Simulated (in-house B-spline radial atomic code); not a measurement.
A fraction x of an electron is removed from 4d in Dy³⁺, starting from [Xe] 4f9 and keeping the highest spin. Computed with a B-spline radial code for spherical atoms: scalar-relativistic (X2C) BP86, spin-polarised, spherical fractional occupations, Fermi nucleus of rms radius 5.2218 fm.

```
   x  E(x) - E(0) (eV)  4d down level (eV)
   0            0.0000            -182.735
 0.2           36.9713            -186.995
0.29           53.8885            -188.946
0.47                 ?                   ?
 0.5                 ?                   ?
0.59          111.5632            -195.588
0.71          135.1963            -198.302
0.82          157.1475            -200.816
0.96          185.4879            -204.053
```

**Question.** What belongs in the row x = 0.47?

**Answer.** An energy change of 88.2539 eV; 4d down at -192.906 eV.

**Question.** What belongs in the row x = 0.5?

**Answer.** An energy change of 94.0511 eV; 4d down at -193.573 eV.

**Question.** Check Janak's theorem between x = 0.2 and 0.29.

**Answer.** The slope of the energy is 187.97 eV; the orbital levels give 187.97 eV (-ε of the emptying orbital, averaged over the two points).
